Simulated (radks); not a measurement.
Task: Hg+, 79 electrons, occupied as [Xe] 4f14 5d10 6s1. All-electron calculation, Dirac Kohn-Sham, PBEsol, spin-unpolarised, spherical densities, point nucleus. Program: a radial shooting solver on a logarithmic mesh with Libxc functionals.

Spin-orbit splittings of the eigenvalues, e(l+1/2) - e(l-1/2), with zeta = 2 splitting/(2l+1) and mean radii in bohr:

| shell | occ. | splitting (eV) | zeta (eV) | <r> j=l-1/2 | <r> j=l+1/2 |
|---|---|---|---|---|---|
| 2p | 6 | 1947 | 1298 | 0.05693 | 0.06561 |
| 3p | 6 | ? | ? | 0.1705 | 0.1864 |
| 3d | 10 | 92.41 | 36.96 | 0.1622 | 0.1670 |
| 4p | 6 | 104.2 | 69.48 | 0.4012 | 0.4355 |
| 4d | 10 | 19.43 | 7.771 | 0.4426 | 0.4537 |
| 4f | 14 | 4.193 | 1.198 | 0.4793 | 0.4861 |
| 5p | 6 | 18.33 | 12.22 | 0.9720 | 1.069 |
| 5d | 10 | 1.878 | 0.7513 | 1.436 | 1.497 |

Estimate the 3p splitting.

Result: 431.2 eV (zeta = 287.5 eV).
